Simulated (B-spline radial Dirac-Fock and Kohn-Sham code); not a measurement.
# Dy²⁺: non-radiative channels of the 2p1/2 vacancy

System: Dy²⁺, configuration [Xe] 4f10, inside a Watson sphere of charge -2 and radius 1.8 Å (a model of the Madelung potential; inside it an electron's potential energy is raised by 16.0 eV).

Input of the calculation (task.json; shells as n, l, electrons):

```json
{"items": [{
  "Z": 66,
  "q": 2,
  "cfg": [[1, 0, 2], [2, 0, 2], [2, 1, 6], [3, 0, 2], [3, 1, 6], [3, 2, 10], [4, 0, 2], [4, 1, 6], [4, 2, 10], [4, 3, 10], [5, 0, 2], [5, 1, 6]],
  "A": 164,
  "rrms": 5.2218,
  "watson": [-2, 1.8],
  "do": ["binding", "quiet", "decay"],
  "holes": ["K", "L1", "L2", "L3", "M1", "M2", "M3", "M4", "M5", "N1", "N2", "N3", "N4", "N5"]
}]}
```

Run with: `python xray_run.py task.json out`

Model: a relativistic independent-particle model: LDA orbitals of the hole state, radiative multipoles to third order, Auger rates from the Coulomb interaction with a continuum orbital, Dirac-Fock energies. Program: a radial finite-basis atomic code. Kinetic energies are configuration averages from the vacuum level; the two-hole energies are estimated from single-hole states.

```csv
transition,kinetic energy (eV),width (meV),share (%)
L2-L3N1,339.2,31.4,1.0
L2-L3N2,420.3,176,5.4
L2-L3N3,459.2,54.5,1.7
L2-L3N4,594.7,247,7.5
L2-L3N5,602.3,76.6,2.3
L2-M1M2,4642.3,89.6,2.7
L2-M2M2,4833.6,86.9,2.7
L2-M2M3,5007.7,266,8.1
L2-M2M4,5355.7,140,4.3
L2-M2M5,5384.3,235,7.2
L2-M3M4,5518.0,185,5.6
L2-M4M4,5859.2,154,4.7
L2-M4M5,5893.8,655,20.0
L2-M5M5,5931.1,28.6,0.9
L2-M2N2,6370.3,32.6,1.0
L2-M2N3,6406.6,57.1,1.7
L2-M3N2,6535.6,40.5,1.2
L2-M2N5,6549.1,43.9,1.3
L2-M3N4,6709.2,29.1,0.9
L2-M5N2,6917.6,31.4,1.0
L2-M4N3,6920.1,37.5,1.1
L2-M4N4,7056.6,48.6,1.5
L2-M4N5,7062.4,112,3.4
L2-M5N4,7091.1,85.4,2.6
```

The listed channels hold 90 % of the non-radiative rate. Summed by principal shells, of 3.27 eV in all: LMM 57.9 %, LMN 19.8 %, LLN 18.2 %, LNN 1.7 %, LMO 1.1 %, LLO 1.1 %.
